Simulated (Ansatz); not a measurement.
A nudged elastic band was laid between two geometries of BF3HO + H4N (11 atoms, charge 0, multiplicity 1).

Method: RKS CAM-B3LYP-D4/6-31G (Ansatz).

- movable images: 7
- climbing image: yes
- spring: 5.0 eV/Å²
- optimiser: quadratic models (default)
- start path: through a guess of the saddle point
- force threshold: 0.05 eV/Å
- iteration limit: 60
- end points: relaxed

Image 0:

```xyz
11
Properties=species:S:1:pos:R:3
B 0.324 -1.240 0.028
O 0.902 -0.213 -0.877
F -1.109 -1.222 -0.181
F 0.890 -2.493 -0.184
H -0.260 1.010 1.172
F 0.517 -0.754 1.382
H 0.118 1.020 -0.433
N -0.644 1.346 0.275
H 1.573 -0.507 -1.505
H -1.432 0.720 0.059
H -0.878 2.333 0.264
```

Image 8:

```xyz
11
Properties=species:S:1:pos:R:3
B 0.370 -1.443 0.045
O 0.477 -0.294 -0.928
F -0.480 -2.434 -0.471
F 1.650 -1.933 0.346
H -0.640 0.812 1.054
F -0.232 -0.834 1.227
H -0.050 0.878 -0.457
N -0.557 1.546 0.321
H 0.898 -0.495 -1.775
H -1.468 1.880 0.017
H 0.034 2.316 0.623
```

Q: What changes between the two ends?

A: No bond is made or broken.

Q: Give the energies along the band, and the barrier.

A: The run converged. The highest image is number 4 of 0 to 8, 2.2 kJ/mol above the ends, which have the same energy within 2 meV. A vibrational analysis at the climbing image gives one clearly imaginary mode, 56i cm⁻¹: a first-order saddle point. Limits of this set-up: no polarisation functions.

```
image  path coordinate (Å)  energy (kJ/mol)
    0                 0.00              0.0
    1                 0.30              0.2
    2                 0.60              0.9
    3                 0.89              1.8
    4                 1.19              2.2
    5                 1.61              1.6
    6                 2.02              0.7
    7                 2.44              0.0
    8                 2.86             -0.2
```

Q: What is the geometry of the highest image?

A: 
```xyz
11
Properties=species:S:1:pos:R:3
B 0.355 -1.332 0.046
O 0.791 -0.221 -0.862
F -0.973 -1.700 -0.279
F 1.262 -2.390 -0.013
H -0.431 0.801 1.086
F 0.312 -0.717 1.375
H 0.018 0.918 -0.473
N -0.648 1.418 0.274
H 1.358 -0.472 -1.603
H -1.623 1.302 0.002
H -0.422 2.393 0.447
```

Run time: 2.3 min on 2 threads of Arm Neoverse V2, with other jobs on the host, peak memory 0.17 GiB.
